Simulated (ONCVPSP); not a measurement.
**rhenium (Re): ONCV pseudisation with LDA (Perdew-Zunger), scalar-relativistic reference atom.**

ONCVPSP 4.0.1 was run on this input:

```
# ATOM AND REFERENCE CONFIGURATION
# atsym  z   nc   nv     iexc    psfile
  Re 75.00   10    4        3      upf
#
#   n    l    f
    1    0    2.00
    2    0    2.00
    2    1    6.00
    3    0    2.00
    3    1    6.00
    3    2   10.00
    4    0    2.00
    4    1    6.00
    4    2   10.00
    4    3   14.00
    5    0    2.00
    5    1    6.00
    5    2    5.00
    6    0    2.00
#
# PSEUDOPOTENTIAL AND OPTIMIZATION
# lmax
    2
#
#   l,   rc,      ep,       ncon, nbas, qcut
    0    1.70    0.00    4    7    6.70
    1    1.55    0.00    4    8    7.20
    2    2.35    0.00    4    9    7.50
#
# LOCAL POTENTIAL
# lloc, lpopt,  rc(5),   dvloc0
    4    1    1.10    0.00
#
# VANDERBILT-KLEINMAN-BYLANDER PROJECTORs
# l, nproj, debl
    0    2    0.80
    1    1    0.80
    2    3    3.00
#
# MODEL CORE CHARGE
# icmod, fcfact, rcfact
    0    0.00    0.00
#
# LOG DERIVATIVE ANALYSIS
# epsh1, epsh2, depsh
   -5.00    5.00    0.04
#
# OUTPUT GRID
# rlmax, drl
    6.00    0.01
#
# TEST CONFIGURATIONS
# ncnf
    4
# nvcnf
#   n    l    f
    4
    5    0    2.00
    5    1    6.00
    5    2    5.00
    6    0    1.00
#
    4
    5    0    2.00
    5    1    6.00
    5    2    5.00
    6    0    0.00
#
    4
    5    0    2.00
    5    1    6.00
    5    2    4.00
    6    0    0.00
#
    5
    5    0    2.00
    5    1    6.00
    5    2    5.00
    6    0    0.00
    6    1    1.00
#
```

Command:

```bash
oncvpsp.x < Re.dat > Re.out
```

Resulting log (shortened: citation, most of the input echo, consistency checks and plot data are left out):

```
ONCVPSP  (Optimized Norm-Conservinng Vanderbilt PSeudopotential)
scalar-relativistic version 4.0.1

#   n    l    f        energy (Ha)
    1    0    2.00    -2.6315407E+03
    2    0    2.00    -4.5630358E+02
    2    1    6.00    -3.9834159E+02
    3    0    2.00    -1.0562546E+02
    3    1    6.00    -8.8538079E+01
    3    2   10.00    -6.9139834E+01
    4    0    2.00    -2.2017811E+01
    4    1    6.00    -1.6411059E+01
    4    2   10.00    -9.3777168E+00
    4    3   14.00    -1.5654890E+00
    5    0    2.00    -3.1423012E+00
    5    1    6.00    -1.7349094E+00
    5    2    5.00    -2.0477564E-01
    6    0    2.00    -2.2646386E-01

Reference configufation results
  iterations    27
  all-electron total energy (Ha)   -1.66826090D+04

Begin loop to  construct optimized pseudo wave functions
and semi-local pseudopoentials for all angular momenta

Calculating optimized projector #   1

 for l=   0

    Fraction of norm inside rc  0.960024
    Optimizing pswf for qcut=   6.69 a_B^-1,  ecut=  22.37 Ha
    Residual kinetic energy error=  2.85D-05 Ha

    Energy error per electron        Cutoff
         Ha          eV             Ha
         0.01000     0.27211       13.08
         0.00100     0.02721       17.45
         0.00010     0.00272       20.52
         0.00001     0.00027       37.71

Calculating optimized projector #   2

 for l=   0

    Fraction of norm inside rc  0.071731
    Optimizing pswf for qcut=   6.69 a_B^-1,  ecut=  22.37 Ha
    Residual kinetic energy error=  4.32D-05 Ha

    Energy error per electron        Cutoff
         Ha          eV             Ha
         0.01000     0.27211       10.61
         0.00100     0.02721       16.84
         0.00010     0.00272       20.91
         0.00001     0.00027       35.60

Calculating optimized projector #   1

 for l=   1

    Fraction of norm inside rc  0.813224
    Optimizing pswf for qcut=   7.20 a_B^-1,  ecut=  25.91 Ha
    Residual kinetic energy error=  1.07D-04 Ha

    Energy error per electron        Cutoff
         Ha          eV             Ha
         0.01000     0.27211        9.48
         0.00100     0.02721       20.51
         0.00010     0.00272       26.97
         0.00001     0.00027       81.42

   Wellstate for l =  2  n =  8
     eigenvalue =   2.7952
     asymptotic potential =   3.2952
     half-point radius =  4.6174

   Wellstate for l =  2  n =  9
     eigenvalue =   5.7952
     asymptotic potential =   6.2952
     half-point radius =  4.0210

Calculating optimized projector #   1

 for l=   2

    Fraction of norm inside rc  0.750782
    Optimizing pswf for qcut=   7.50 a_B^-1,  ecut=  28.15 Ha
    Residual kinetic energy error=  3.71D-09 Ha

    Energy error per electron        Cutoff
         Ha          eV             Ha
         0.01000     0.27211       11.69
         0.00100     0.02721       15.51
         0.00010     0.00272       18.75
         0.00001     0.00027       21.61

Calculating optimized projector #   2

 for l=   2

    Fraction of norm inside rc  0.165447
    Optimizing pswf for qcut=   7.50 a_B^-1,  ecut=  28.15 Ha
    Residual kinetic energy error=  2.63D-08 Ha

    Energy error per electron        Cutoff
         Ha          eV             Ha
         0.01000     0.27211       12.93
         0.00100     0.02721       16.73
         0.00010     0.00272       20.13
         0.00001     0.00027       22.95

Calculating optimized projector #   3

 for l=   2

    Fraction of norm inside rc  0.126226
    Optimizing pswf for qcut=   7.50 a_B^-1,  ecut=  28.15 Ha
    Residual kinetic energy error=  2.41D-07 Ha

    Energy error per electron        Cutoff
         Ha          eV             Ha
         0.01000     0.27211       15.87
         0.00100     0.02721       19.54
         0.00010     0.00272       21.90
         0.00001     0.00027       23.44

Construct Vanderbilt / Kleinmman-Bylander projectors

B matrix Hermiticity error, ll=   0
   1   2    4.2181E-04

  Orthonormal projector coefficients  1.1493E+01  2.1276E+00

B matrix Hermiticity error, ll=   2
   1   2    2.1393E-04
   1   3   -3.6724E-04
   2   3    2.2402E-04

  Orthonormal projector coefficients  6.7280E+00  1.8563E+00  1.7985E-01

Pseudoatom total energy  -79.373753

Diagnostic tests using Vanderbilt-Kleinman-Bylander pseudopotentials
  1 or more projectors used as specified by nproj input data

   l    rcore       rmatch      e in        delta e   norm test  slope test

   0   1.7096397   1.7615481  -3.1423012   0.0000031   1.0002276   1.0002140
   0   1.7096397   1.7615481  -0.2264639   0.0000042   1.0000431   1.0000350

   1   1.5535918   1.6007622  -1.7349094  -0.0000090   0.9999939   1.0000087

   2   2.3615414   2.4332429  -0.2047756   0.0000027   1.0000536   1.0000692
   2   2.3615414   2.4332429   2.7952244   0.0000348   1.0001795   1.0001795
   2   2.3615414   2.4332429   5.7952244   0.0001518   1.0004022   1.0004022

 Testing for bound ghosts
   n   l    E NL Schr. Eq   E Basis Diag.   E Cutoff

   1   0       -3.142298       -3.142297     65.27
   2   0       -0.226460       -0.185098     65.27

   2   1       -1.734918       -1.734888     92.46

   3   2       -0.204773       -0.204287     99.44

 Testing for highly-localized positive-energy ghosts
       l    <radius>/rc     E Basis Diag.   E Cutoff

       0        0.668989        5.636100     65.27  WARNING - GHOST(+)

Test configuration 0

   n   l     f        eae           eps        diff
   1   0  2.0000-2631.54074663
   2   0  2.0000 -456.30357537
   2   1  6.0000 -398.34159004
   3   0  2.0000 -105.62546266
   3   1  6.0000  -88.53807862
   3   2 10.0000  -69.13983358
   4   0  2.0000  -22.01781078
   4   1  6.0000  -16.41105872
   4   2 10.0000   -9.37771682
   4   3 14.0000   -1.56548898
   5   0  2.0000   -3.14230116   -3.14229806    3.10D-06
   5   1  6.0000   -1.73490939   -1.73491842   -9.02D-06
   5   2  5.0000   -0.20477564   -0.20477294    2.69D-06
   6   0  2.0000   -0.22646386   -0.22645966    4.21D-06

    Total energies and differences
      AE_ref= -1.66826090D+04  AE_tst= -1.66826090D+04  dif=  0.00D+00
      PS_ref= -7.93737535D+01  PS_tst= -7.93737535D+01  dif=  0.00D+00
      PSP excitation error=  0.00D+00

Test configuration 1

   n   l     f        eae           eps        diff
   1   0  2.0000-2631.83069827
   2   0  2.0000 -456.59146883
   2   1  6.0000 -398.62955306
   3   0  2.0000 -105.91365359
   3   1  6.0000  -88.82627023
   3   2 10.0000  -69.42786191
   4   0  2.0000  -22.30613084
   4   1  6.0000  -16.69935802
   4   2 10.0000   -9.66592929
   4   3 14.0000   -1.85367142
   5   0  2.0000   -3.43063353   -3.43155452   -9.21D-04
   5   1  6.0000   -2.02377541   -2.02414872   -3.73D-04
   5   2  5.0000   -0.48540844   -0.48538555    2.29D-05
   6   0  1.0000   -0.47781404   -0.47781621   -2.16D-06

    Total energies and differences
      AE_ref= -1.66826090D+04  AE_tst= -1.66822593D+04  dif=  3.50D-01
      PS_ref= -7.93737535D+01  PS_tst= -7.90239250D+01  dif=  3.50D-01
      PSP excitation error= -1.18D-04

Test configuration 2

   n   l     f        eae           eps        diff
   1   0  2.0000-2632.16107410
   2   0  2.0000 -456.91904381
   2   1  6.0000 -398.95723207
   3   0  2.0000 -106.24128605
   3   1  6.0000  -89.15390533
   3   2 10.0000  -69.75532716
   4   0  2.0000  -22.63383128
   4   1  6.0000  -17.02702865
   4   2 10.0000   -9.99347588
   4   3 14.0000   -2.18103210
   5   0  2.0000   -3.75733091   -3.75971088   -2.38D-03
   5   1  6.0000   -2.35014691   -2.35112703   -9.80D-04
   5   2  5.0000   -0.79845072   -0.79841847    3.23D-05

    Total energies and differences
      AE_ref= -1.66826090D+04  AE_tst= -1.66816463D+04  dif=  9.63D-01
      PS_ref= -7.93737535D+01  PS_tst= -7.84107585D+01  dif=  9.63D-01
      PSP excitation error= -3.25D-04

Test configuration 3

   n   l     f        eae           eps        diff
   1   0  2.0000-2632.65417448
   2   0  2.0000 -457.41392199
   2   1  6.0000 -399.45210931
   3   0  2.0000 -106.73331806
   3   1  6.0000  -89.64594900
   3   2 10.0000  -70.24790301
   4   0  2.0000  -23.12514865
   4   1  6.0000  -17.51837892
   4   2 10.0000  -10.48487959
   4   3 14.0000   -2.67130909
   5   0  2.0000   -4.24044871   -4.24380672   -3.36D-03
   5   1  6.0000   -2.82350556   -2.82508692   -1.58D-03
   5   2  4.0000   -1.22674911   -1.22678527   -3.62D-05

    Total energies and differences
      AE_ref= -1.66826090D+04  AE_tst= -1.66806377D+04  dif=  1.97D+00
      PS_ref= -7.93737535D+01  PS_tst= -7.74020101D+01  dif=  1.97D+00
      PSP excitation error= -4.98D-04

Test configuration 4

   n   l     f        eae           eps        diff
   1   0  2.0000-2631.88787001
   2   0  2.0000 -456.64777369
   2   1  6.0000 -398.68581054
   3   0  2.0000 -105.97024731
   3   1  6.0000  -88.88285089
   3   2 10.0000  -69.48437093
   4   0  2.0000  -22.36287392
   4   1  6.0000  -16.75608672
   4   2 10.0000   -9.72260667
   4   3 14.0000   -1.91028460
   5   0  2.0000   -3.48703770   -3.48422961    2.81D-03
   5   1  6.0000   -2.07977993   -2.07640664    3.37D-03
   5   2  5.0000   -0.53486646   -0.53167671    3.19D-03
   6   1  1.0000   -0.29333911   -0.29651799   -3.18D-03

    Total energies and differences
      AE_ref= -1.66826090D+04  AE_tst= -1.66820422D+04  dif=  5.67D-01
      PS_ref= -7.93737535D+01  PS_tst= -7.88116023D+01  dif=  5.62D-01
      PSP excitation error=  4.67D-03
```

The run took about 6.2 s on one core of a shared server CPU.
